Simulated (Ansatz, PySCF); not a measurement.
Process, species as SMILES: CCOC=O + 2 C (CH4) + O (H2O) -> C=O (CH2O) [formaldehyde] + CC (C2H6) [ethane] + 2 CO (CH4O) [methanol]
Structures are relaxed separately at B3LYP-D3(BJ)/def2-TZVP in Ansatz (an electronic-structure program), one conformer each, not searched for the lowest.

Property: bond separation energy (electronic energy difference), in kJ/mol. Correlated levels leave the core frozen unless marked. Spin-orbit coupling is left out. No relativistic terms. Basis-set limits of correlation are two-point, X^-3; Hartree-Fock from the larger set. [CCSD(T)-MP2]/basis is that difference in the basis named.

| level | program | bond separation energy (kJ/mol) | minus last row |
|---|---|---|---|
| HF/aug-cc-pVDZ | Ansatz | 158.7 | -22.4 |
| HF/cc-pVTZ | Ansatz | 165.6 | -15.5 |
| PBE/def2-TZVPD | Ansatz | 183.2 | 2.1 |
| B3LYP/def2-TZVPD | Ansatz | 173.8 | -7.3 |
| PBE0-D3(BJ)/def2-TZVPD | Ansatz + dftd3 | 183.3 | 2.2 |
| BHLYP-D4/def2-TZVPD | Ansatz + dftd4 | 177.4 | -3.7 |
| TPSSh/def2-TZVPD | PySCF | 172.8 | -8.3 |
| r2SCANh-D4/def2-TZVPD | Ansatz + dftd4 | 194.2 | 13.1 |
| r2SCANh/def2-TZVPD | Ansatz | 192.9 | 11.8 |
| M06-2X/def2-TZVPD | PySCF | 178.1 | -3.0 |
| LC-wPBE-D3(BJ)/def2-TZVPD | Ansatz + dftd3 | 183.8 | 2.7 |
| LC-wPBE-D4/def2-TZVPD | Ansatz + dftd4 | 184.7 | 3.6 |
| wB97X/def2-TZVPD | Ansatz | 180.4 | -0.7 |
| B2GP-PLYP-D4/def2-TZVPD | Ansatz + dftd4 | 184.0 | 2.9 |
| PBE-QIDH/def2-TZVPD | Ansatz | 185.9 | 4.8 |
| SCS-MP2/cc-pwCVTZ | Ansatz | 178.9 | -2.2 |
| CCSD/6-31G | Ansatz | 165.2 | -15.9 |
| CCSD/aug-cc-pVTZ | Ansatz | 175.3 | -5.8 |
| CCSD/cc-pVTZ | Ansatz | 175.9 | -5.2 |
| CCSD(T)/6-31G | Ansatz | 171.9 | -9.2 |
| RI-MP2/CBS(cc-pVTZ,cc-pVQZ)+[CCSD(T)-MP2]/cc-pVTZ | Ansatz | 181.1 | 0.0 |
